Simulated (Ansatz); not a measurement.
Consider the cleavage of the Si–Ge bond: `O[SiH](Cl)[GeH3]` + `O[Si](O)(F)F` → `O[SiH](Cl)O[Si](O)(F)F` + GeH₄.

Program: Ansatz. Geometries: PBE0-D4/def2-TZVP. ΔE: electronic, gas phase. CCSD(T)/CBS is the MP2 limit (def2-TZVPP, def2-QZVPP) plus CCSD(T) − MP2 in def2-TZVPP, frozen cores. Functionals use def2-TZVPP. B3LYP here is the variant with VWN-RPA as its local correlation; programs differ in this. For Ge outer-core shells are correlated without core-valence functions, which leaves a few kJ/mol of doubt a bond. Scalar relativity is left out up to krypton. Each species was taken in one conformer, which may not be the lowest.

`O[SiH](Cl)[GeH3]`:

Cartesian coordinates in Å:
```
O -0.506 1.950 0.527
Si 0.466 0.637 0.648
Cl 0.286 -0.230 2.514
Ge -0.063 -1.053 -0.944
H -1.453 1.824 0.607
H 1.844 1.161 0.533
H 0.141 -0.536 -2.378
H -1.537 -1.463 -0.779
H 0.820 -2.290 -0.728
```

`O[Si](O)(F)F`:

Cartesian coordinates in Å:
```
O -1.136 -0.700 0.714
Si 0.142 0.048 0.085
O -0.152 0.262 -1.483
F 0.423 1.442 0.781
F 1.451 -0.804 0.339
H -1.022 -1.220 1.510
H 0.294 0.973 -1.945
```

`O[SiH](Cl)O[Si](O)(F)F`:

Z-matrix (Å, degrees):
```
Si
Cl 1 2.045
O 1 1.638 2 107.0
O 1 1.621 2 111.3 3 121.3
H 1 1.465 2 109.4 3 -118.7
Si 3 1.601 1 137.8 2 82.9
H 4 0.962 1 117.4 2 -72.6
F 6 1.575 3 111.3 1 -111.5
O 6 1.622 3 107.5 1 10.0
F 6 1.574 3 110.0 1 131.4
H 9 0.958 6 119.8 3 -173.0
```

GeH₄:

```xyz
5

Ge    0.000    0.000    0.000
H     0.165   -1.106   -1.050
H    -0.993    1.050   -0.514
H     1.358    0.665    0.260
H    -0.529   -0.609    1.305
```

CCSD(T)/CBS gives -127.8 kJ/mol.

Another level gave -102.2 kJ/mol. Which?
A. r2SCAN-D4/def2-TZVPP
B. HF/def2-TZVPP
C. PBE/def2-TZVPP
D. B3LYP-D4/def2-TZVPP

C. PBE -102.2, B3LYP-D4 -130.6, HF/def2-TZVPP -150.7, r2SCAN-D4 -126.4 kJ/mol.

Largest T1 diagnostic among the species: 0.012.

In def2-TZVPP, CCSD(T) changes the Hartree–Fock value by +19.4 kJ/mol (the triples alone add +2.2 kJ/mol) and MP2 by +17.8 kJ/mol. The D4 term adds −7.4 kJ/mol with B3LYP and −4.4 kJ/mol with PBE0; it sums over pairs of atoms, weighted by their polarisabilities, and B3LYP, whose exchange is more repulsive, gets the larger term. From PBE to PBE0 (25 % exact exchange), in def2-TZVPP and without D4, ΔE moves by −9.8 kJ/mol.
